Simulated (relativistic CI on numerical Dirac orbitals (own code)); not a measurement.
Computed by Dirac-Coulomb-Breit CI, KLI orbitals optimised for each configuration, model QED (radiative potential, 1s self-energy scaled to tabulated hydrogen-like ionisation energies), unscaled Slater integrals (own radial code, finite nucleus).

The strongest absorption lines from the ground level of an ion, among the configurations computed and to levels below about 1260 eV (vacuum wavelength in Å, gf): 9.8968 (0.17), 9.9128 (0.02), 12.487 (0.025), 12.674 (0.01), 13.072 (0.4), 13.109 (0.26), 146.95 (0.16), 292.14 (0.00098).

(1) Which ion is it?
A. Cr XXI
B. Ca XVII
C. Cr XIX
D. Fe XXIII

Results:

(1) A. Cr XXI has 4 electrons and the ground level 2s² ¹S0; the strongest line goes to 2s3p ¹P°1. The pattern of lines fixes the number of electrons, and along that sequence the line energies rise steadily with the charge (about as its square where n changes within one kind of shell, about linearly where n is kept but much faster in heavy ions where fine structure, which grows about as Z⁴, sets the gap, and irregularly where shells cross), which fixes Z. Configurations outside the model, such as inner-shell arrays, can give stronger lines. At this charge energies of transitions that change n are usually good to better than 1 %, and those within a shell (Δn = 0) to a few per cent.

LS names give the leading component of a level, which can be under half, so a name can repeat, a term be missing and a line seem to break the LS rules.
